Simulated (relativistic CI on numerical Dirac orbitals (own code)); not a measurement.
## How the errors of a small relativistic CI change along the 70-electron sequence

Levels calculated with a relativistic CI code on KLI orbitals, against measured ones, in five cumulative steps: (1) Dirac-Coulomb, each configuration alone; (2) with Breit and QED terms; (3) with configuration mixing; (4) with scaled Slater integrals; (5) with a P86 correlation estimate. Each ion has its own short list of configurations; levels above 2,000 cm⁻¹ that pair in every step are counted, and ions without enough such levels are left out. The scale is 0.85 up to charge 4 and 0.9 beyond; P86 is a density functional added for each configuration.

Median relative error (%):

```
    Ion   Ground  Levels   (1)   (2)  (3)  (4)  (5)
   Yb I      6s2       6  23.2  23.4  2.3  6.5  2.4
  Lu II      6s2      25  13.5  14.1  5.5  6.1  7.6
    W V      5d2      12   6.2   5.5  4.3  2.2  4.6
 Os VII      5d2      10   5.0   3.7  6.0  4.0  6.4
Ir VIII  5s2 5d2      10   3.1   3.2  5.0  3.5  5.0
```

Mean absolute error (cm⁻¹):

```tsv
Ion	(1)	(2)	(3)	(4)	(5)
Yb I	8225	8293	1027	2332	995
Lu II	5564	5831	2371	2545	2929
W V	1744	1759	1417	777	2259
Os VII	2128	2182	4392	2815	4806
Ir VIII	2146	2297	4669	3218	5365
```

In step (3), fully ab initio, the relative error is 2.3 % for Yb I and 5.0 % for Ir VIII, while the absolute error goes from 1027 to 4669 cm⁻¹. The usual fall of relative errors with the charge does not show here: the ground configuration changes along the sequence as a d or f shell contracts. The sets of levels differ from ion to ion, which blurs the trend. Mixing (step 3) lowers the mean absolute error for 3 of the 5 ions and scaling (step 4) for 3. The P86 step changes the mean absolute error by a factor of 0.4 for the first ion and 1.7 for the last.

Sources of the measured levels: Yb I, NIST Handbook of Basic Atomic Spectroscopic Data (Sansonetti and Martin, J. Phys. Chem. Ref. Data 34, 1559 (2005)); Lu II, NIST Handbook of Basic Atomic Spectroscopic Data (Sansonetti and Martin, J. Phys. Chem. Ref. Data 34, 1559 (2005)); W V, measured levels as listed in J. Phys. B 45, 065001 (2012); Os VII, van het Hof, Joshi, Wyart and Sugar, J. Res. Natl. Inst. Stand. Technol. 100, 687 (1995); Ir VIII, van het Hof, Joshi, Wyart and Sugar, J. Res. Natl. Inst. Stand. Technol. 100, 687 (1995).
